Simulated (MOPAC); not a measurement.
MOPAC input (PM7):

```
PM7 FORCE THERMO(298,298) PRECISE LET UHF MS=0.5 GEO-OK AUX(PRECISION=9) THREADS=1
H3Cl2OSi2

Si    2.53698281 1    0.06372389 1   -0.45513784 1
O     0.95860136 1    0.11351861 1   -0.54039998 1
Si   -0.60096761 1    0.10929137 1   -0.44230470 1
Cl   -1.23973370 1   -1.72435129 1    0.11292566 1
Cl   -1.18722123 1    1.42471773 1    0.97377530 1
H     3.12402906 1   -0.74793537 1    0.57444208 1
H     3.25255304 1    0.83399318 1   -1.43344293 1
H    -1.20841174 1    0.46948711 1   -1.72572795 1
```

Output:

```
 *******************************************************************************
 **                                                                           **
 **                              MOPAC v23.2.5                                **
 **                                                                           **
 *******************************************************************************
 ** MOPAC's Digital Object Identifier: https://doi.org/10.5281/zenodo.6511958 **
 **                                                                           **
 ** Please cite the open-source release paper for use of this MOPAC version:  **
 ** J. E. Moussa and J. J. P. Stewart (2026)                                  **
 ** MOPAC: An open-source semiempirical molecular orbital program             **
 ** J. Open Source Softw., 11(119), 8025, https://doi.org/10.21105/joss.08025 **
 *******************************************************************************

                              PM7 CALCULATION RESULTS

 *******************************************************************************
 *  PM7        - The PM7 Hamiltonian to be used
 *  GEO-OK     - OVERRIDE INTERATOMIC DISTANCE AND OTHER SAFETY CHECKS
 *  UHF        - UNRESTRICTED HARTREE-FOCK CALCULATION
 *  MS=        - IN MECI, MAGNETIC COMPONENT OF SPIN =  0.5
 *  LET        - OVERRIDE SOME SAFETY CHECKS
 *  PRECISE    - TIGHTER CRITERIA TO BE USED
 *  FORCE      - FORCE CALCULATION SPECIFIED
 *  AUX        - OUTPUT AUXILIARY INFORMATION
 *  THERMO     - THERMODYNAMIC QUANTITIES TO BE CALCULATED
 *******************************************************************************
PM7 FORCE THERMO(298,298) PRECISE LET UHF MS=0.5 GEO-OK AUX(PRECISION=9) THREADS=1
 H3Cl2OSi2

   ATOM   CHEMICAL          X               Y               Z
  NUMBER   SYMBOL      (ANGSTROMS)     (ANGSTROMS)     (ANGSTROMS)

     1      Si          2.53698281  *   0.06372389  *  -0.45513784  *
     2       O          0.95860136  *   0.11351861  *  -0.54039998  *
     3      Si         -0.60096761  *   0.10929137  *  -0.44230470  *
     4      Cl         -1.23973370  *  -1.72435129  *   0.11292566  *
     5      Cl         -1.18722123  *   1.42471773  *   0.97377530  *
     6       H          3.12402906  *  -0.74793537  *   0.57444208  *
     7       H          3.25255304  *   0.83399318  *  -1.43344293  *
     8       H         -1.20841174  *   0.46948711  *  -1.72572795  *

          CARTESIAN COORDINATES

    NO.       ATOM           X           Y           Z

     1        Si          2.5370      0.0637     -0.4551
     2         O          0.9586      0.1135     -0.5404
     3        Si         -0.6010      0.1093     -0.4423
     4        Cl         -1.2397     -1.7244      0.1129
     5        Cl         -1.1872      1.4247      0.9738
     6         H          3.1240     -0.7479      0.5744
     7         H          3.2526      0.8340     -1.4334
     8         H         -1.2084      0.4695     -1.7257

 General Reference for PM7:
 "Optimization of Parameters for Semiempirical Methods VI: More Modifications to the
 NDDO Approximations and Re-optimization of Parameters", J. J. P. Stewart, J. Mol. Mod., 1:32, 19 (2013)
 https://link.springer.com/article/10.1007/s00894-012-1667-x

           Empirical Formula: H3 O Si2 Cl2  =     8 atoms
[...]
 EFFECTIVE MASS      2.4585
 FORCE CONSTANT      0.1734

 VIBRATION         14   14A          ATOM PAIR     ENERGY CONTRIBUTION    RADIAL
 FREQUENCY           787.88         Si3 -- H 8         +25.8% ( 55.7%)      0.0%
 TRANSITION DIPOLE   0.4726         Si1 -- H 7         +24.8% ( 54.6%)      1.8%
 TRAVEL (Ang.)       0.3763         Si1 -- H 6         +23.2% ( 52.8%)      2.1%
 REDUCED MASS        0.6043         Si1 -- Si3          +9.7% ( 34.1%)     96.9%
 EFFECTIVE MASS      4.7691
 FORCE CONSTANT      0.2210

 VIBRATION         15   15A          ATOM PAIR     ENERGY CONTRIBUTION    RADIAL
 FREQUENCY          1075.16         O 2 -- Si3         +45.1% ( 91.2%)     99.7%
 TRANSITION DIPOLE   6.7682         Si1 -- O 2         +43.4% ( 89.5%)     99.7%
 TRAVEL (Ang.)       0.0769         Si1 -- Si3          +2.9% ( 23.2%)     75.0%
 REDUCED MASS       10.6092         Si3 -- Cl4          +2.0% ( 19.0%)      9.1%
 EFFECTIVE MASS     17.9859
 FORCE CONSTANT      7.2258

 VIBRATION         16   16A          ATOM PAIR     ENERGY CONTRIBUTION    RADIAL
 FREQUENCY          2296.75         Si3 -- H 8         +99.3% (100.0%)    100.0%
 TRANSITION DIPOLE   0.4699         O 2 -- Si3          +0.2% (  4.3%)     15.1%
 TRAVEL (Ang.)       0.1737         Si1 -- Si3          +0.2% (  4.3%)     18.6%
 REDUCED MASS        0.9732         Si3 -- Cl5          +0.2% (  4.3%)     10.0%
 EFFECTIVE MASS      1.3122
 FORCE CONSTANT      3.0247

 VIBRATION         17   17A          ATOM PAIR     ENERGY CONTRIBUTION    RADIAL
 FREQUENCY          2364.83         Si1 -- H 6         +53.7% ( 73.0%)     98.5%
 TRANSITION DIPOLE   0.0241         Si1 -- H 7         +46.0% ( 67.5%)     97.9%
 TRAVEL (Ang.)       0.2393         Si1 -- O 2          +0.1% (  3.3%)     99.6%
 REDUCED MASS        0.4980         Si1 -- Si3          +0.1% (  3.2%)     98.7%
 EFFECTIVE MASS      1.1571
 FORCE CONSTANT      1.6409

 VIBRATION         18   18A          ATOM PAIR     ENERGY CONTRIBUTION    RADIAL
 FREQUENCY          2381.91         Si1 -- H 7         +53.4% ( 73.8%)     99.0%
 TRANSITION DIPOLE   0.3675         Si1 -- H 6         +46.0% ( 68.5%)     98.7%
 TRAVEL (Ang.)       0.2308         Si1 -- Si3          +0.3% (  5.5%)      0.4%
 REDUCED MASS        0.5315         Si1 -- O 2          +0.3% (  5.5%)      0.0%
 EFFECTIVE MASS      1.5127
 FORCE CONSTANT      1.7768

      SYMMETRY NUMBER FOR POINT-GROUP C1  =  1

          SYSTEM IS A GROUND STATE

 H3Cl2OSi2

          MOLECULE IS NOT LINEAR

          THERE ARE 18 GENUINE VIBRATIONS IN THIS SYSTEM
          THIS THERMODYNAMICS CALCULATION IS LIMITED TO
          MOLECULES WHICH HAVE NO INTERNAL ROTATIONS

                    CALCULATED THERMODYNAMIC PROPERTIES
                                          *
   TEMP. (K)   PARTITION FUNCTION   H.O.F.    ENTHALPY  HEAT CAPACITY ENTROPY
                                   KCAL/MOL   CAL/MOLE    CAL/K/MOL  CAL/K/MOL

 298.00  VIB.     0.8355D+03                  3310.8846    19.4017    24.4804
         ROT.     0.5035D+06                   888.2803     2.9808    29.0714
         INT.     0.4207D+09                  4199.1649    22.3825    53.5518
         TRA.     0.1707D+28                  1480.4672     4.9680    40.8459
         TOT.                     -165.317    5679.6321    27.3505    94.3977

   *: NOTE: HEATS OF FORMATION ARE RELATIVE TO THE
            ELEMENTS IN THEIR STANDARD STATE AT 298K
              (=  Standard Enthalpy of Formation).

            Hvib:  Zero-point energy is not included.
                   frequencies of less than zero cm-1 are not included.
            Hrot = (3/2)RT
            Htra = (3/2)RT + pV = (5/2)RT

            Heat capacity is Cp, not Cv

          For more information, see: HTTP://OpenMOPAC.net/Manual/thermochemistry.html

           FORCE CONSTANT IN CARTESIAN COORDINATES (Millidynes/A)

    ATOM   CHEMICAL       X               Y               Z
   NUMBER   SYMBOL  FORCE CONSTANT  FORCE CONSTANT  FORCE CONSTANT

      1      Si        6.496038        4.818134        1.094968
      2       O        8.662361        0.713794        0.547956
      3      Si        6.484784        4.620385        4.033857
      4      Cl        0.421894        1.050613        2.137690
      5      Cl        0.421882        0.957362        2.227643
      6       H        0.920846        2.223156        0.403720
      7       H        0.865923        2.289199        0.396900
      8       H        0.927791        2.436237        0.297423

 **********************
 *                    *
 * JOB ENDED NORMALLY *
 *                    *
 **********************

 == MOPAC DONE ==
```
